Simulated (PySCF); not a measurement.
Cl$_{2}$Hg, charge +1, doublet, at a GFN2-xTB geometry (such geometries of metal compounds can be far from the true shape) (a state made from the parent by changing its charge; the spin is typed, not shown lowest) (core potentials on Hg); DF-PBE0/def2-QZVP run with PySCF.

Here is a job for PySCF.
```python
from pyscf import gto, scf, dft

mol = gto.M(
    atom='''
Hg    0.000000    0.000000    0.000000
Cl   -0.000000   -0.000000   -2.413138
Cl    0.000000    0.000000    2.413138
''',
    basis='def2-qzvp',
    ecp={'Hg': 'def2-qzvp'},
    charge=1,
    spin=1,
    verbose=4,
)

mf = dft.UKS(mol)
mf.xc = 'pbe0'
mf = mf.density_fit(auxbasis='def2-universal-jkfit')
mf.kernel()
mf.analyze()
```

Q: What does PySCF print? Leave out banner, timings and long lists.

A: 
```
PySCF version 2.14.0

[INPUT] verbose = 4
[INPUT] num. atoms = 3
[INPUT] num. electrons = 53
[INPUT] charge = 1
[INPUT] spin (= nelec alpha-beta = 2S) = 1
[INPUT] symmetry False subgroup None
[INPUT] Mole.unit = angstrom
[INPUT] Symbol           X                Y                Z      unit          X                Y                Z       unit  Magmom
[...]
nuclear repulsion = 180.804666124996
number of shells = 64
number of NR pGTOs = 308
number of NR cGTOs = 212
basis = def2-qzvp
ecp = {'Hg': 'def2-qzvp'}

******** <class 'pyscf.df.df_jk.DFUKS'> ********
method = DFUKS
initial guess = minao
damping factor = 0
level_shift factor = 0
DIIS = <class 'pyscf.scf.diis.CDIIS'>
diis_start_cycle = 1
diis_space = 8
diis_damp = 0
SCF conv_tol = 1e-09
SCF conv_tol_grad = None
SCF max_cycles = 50
direct_scf = False
number electrons alpha = 27  beta = 26
XC library pyscf.dft.libxc version 7.1.2
    S. Lehtola, C. Steigemann, M. J. T. Oliveira, and M. A. L. Marques,  SoftwareX 7, 1–5 (2018)
XC functionals = pbe0
    C. Adamo and V. Barone,  J. Chem. Phys. 110, 6158 (1999)
    M. Ernzerhof and G. E. Scuseria,  J. Chem. Phys. 110, 5029 (1999)
radial grids:
    Treutler-Ahlrichs [JCP 102, 346 (1995); DOI:10.1063/1.469408] (M4) radial grids

becke partition: Becke, JCP 88, 2547 (1988); DOI:10.1063/1.454033
pruning grids: <function nwchem_prune>
grids dens level: 3
symmetrized grids: False
atomic radii adjust function: <function treutler_atomic_radii_adjust>
small_rho_cutoff = 0
Set gradient conv threshold to 3.16228e-05
tot grids = 61504
******** <class 'pyscf.df.df.DF'> ********
auxbasis = def2-universal-jkfit
init E= -1054.01454137204

cycle= 1 E= -1072.33247463284  delta_E= -18.3  |g|= 1.65  |ddm|= 8.69

cycle= 2 E= -1067.76175860689  delta_E= 4.57  |g|= 3.59  |ddm|= 3.44
cycle= 3 E= -1073.27660271817  delta_E= -5.51  |g|= 0.165  |ddm|= 2.23
cycle= 4 E= -1073.29145961926  delta_E= -0.0149  |g|= 0.0657  |ddm|= 0.357
cycle= 5 E= -1073.29367369464  delta_E= -0.00221  |g|= 0.0154  |ddm|= 0.0695
cycle= 6 E= -1073.29375329951  delta_E= -7.96e-05  |g|= 0.00281  |ddm|= 0.0134
cycle= 7 E= -1073.29375786967  delta_E= -4.57e-06  |g|= 0.00107  |ddm|= 0.00362
cycle= 8 E= -1073.29375857237  delta_E= -7.03e-07  |g|= 0.000376  |ddm|= 0.00147
cycle= 9 E= -1073.29375867221  delta_E= -9.98e-08  |g|= 8.61e-05  |ddm|= 0.000544
cycle= 10 E= -1073.29375868465  delta_E= -1.24e-08  |g|= 2.1e-05  |ddm|= 0.000289
cycle= 11 E= -1073.2937586854  delta_E= -7.5e-10  |g|= 4.57e-06  |ddm|= 8e-05
[...]
converged SCF energy = -1073.29375868536  <S^2> = 0.75723689  2S+1 = 2.0072238
Total Energy =                       -1073.293758685357943
[...]
spin_pop of  2 Cl 8s       -0.00000
spin_pop of  2 Cl 9s        0.00000
spin_pop of  2 Cl 2px       0.00001
spin_pop of  2 Cl 2py       0.00002
spin_pop of  2 Cl 2pz       0.00000
spin_pop of  2 Cl 3px       0.11750
spin_pop of  2 Cl 3py       0.36164
spin_pop of  2 Cl 3pz       0.00943
spin_pop of  2 Cl 4px       0.00054
spin_pop of  2 Cl 4py       0.00165
spin_pop of  2 Cl 4pz       0.00014
spin_pop of  2 Cl 5px       0.00001
spin_pop of  2 Cl 5py       0.00005
spin_pop of  2 Cl 5pz      -0.00005
spin_pop of  2 Cl 6px      -0.00001
spin_pop of  2 Cl 6py      -0.00001
spin_pop of  2 Cl 6pz      -0.00001
spin_pop of  2 Cl 7px       0.00002
spin_pop of  2 Cl 7py       0.00007
spin_pop of  2 Cl 7pz      -0.00001
spin_pop of  2 Cl 3dxy      0.00017
spin_pop of  2 Cl 3dyz     -0.00049
spin_pop of  2 Cl 3dz^2    -0.00008
spin_pop of  2 Cl 3dxz     -0.00017
spin_pop of  2 Cl 3dx2-y2    0.00006
spin_pop of  2 Cl 4dxy      0.00000
spin_pop of  2 Cl 4dyz     -0.00031
spin_pop of  2 Cl 4dz^2    -0.00005
spin_pop of  2 Cl 4dxz     -0.00015
spin_pop of  2 Cl 4dx2-y2   -0.00000
spin_pop of  2 Cl 5dxy     -0.00000
spin_pop of  2 Cl 5dyz      0.00000
spin_pop of  2 Cl 5dz^2    -0.00000
spin_pop of  2 Cl 5dxz     -0.00001
spin_pop of  2 Cl 5dx2-y2   -0.00000
spin_pop of  2 Cl 6dxy     -0.00000
spin_pop of  2 Cl 6dyz     -0.00005
spin_pop of  2 Cl 6dz^2     0.00000
spin_pop of  2 Cl 6dxz     -0.00003
spin_pop of  2 Cl 6dx2-y2   -0.00000
spin_pop of  2 Cl 4f-3      0.00006
spin_pop of  2 Cl 4f-2      0.00002
spin_pop of  2 Cl 4f-1     -0.00018
spin_pop of  2 Cl 4f+0     -0.00017
spin_pop of  2 Cl 4f+1     -0.00010
spin_pop of  2 Cl 4f+2      0.00001
spin_pop of  2 Cl 4f+3      0.00006
spin_pop of  2 Cl 5f-3      0.00000
spin_pop of  2 Cl 5f-2     -0.00000
spin_pop of  2 Cl 5f-1     -0.00004
spin_pop of  2 Cl 5f+0     -0.00001
spin_pop of  2 Cl 5f+1     -0.00002
spin_pop of  2 Cl 5f+2     -0.00000
spin_pop of  2 Cl 5f+3      0.00000
spin_pop of  2 Cl 5g-4     -0.00000
spin_pop of  2 Cl 5g-3      0.00000
spin_pop of  2 Cl 5g-2     -0.00000
spin_pop of  2 Cl 5g-1     -0.00001
spin_pop of  2 Cl 5g+0     -0.00001
spin_pop of  2 Cl 5g+1     -0.00000
spin_pop of  2 Cl 5g+2     -0.00000
spin_pop of  2 Cl 5g+3      0.00000
spin_pop of  2 Cl 5g+4     -0.00000
In total            27.00000 | 26.00000

WARN: System has nonzero charge 1; the dipole moment is origin-dependent.
Location of origin: [0. 0. 0.]

Dipole moment(X, Y, Z, Debye):  0.00000,  0.00000, -0.00029
```
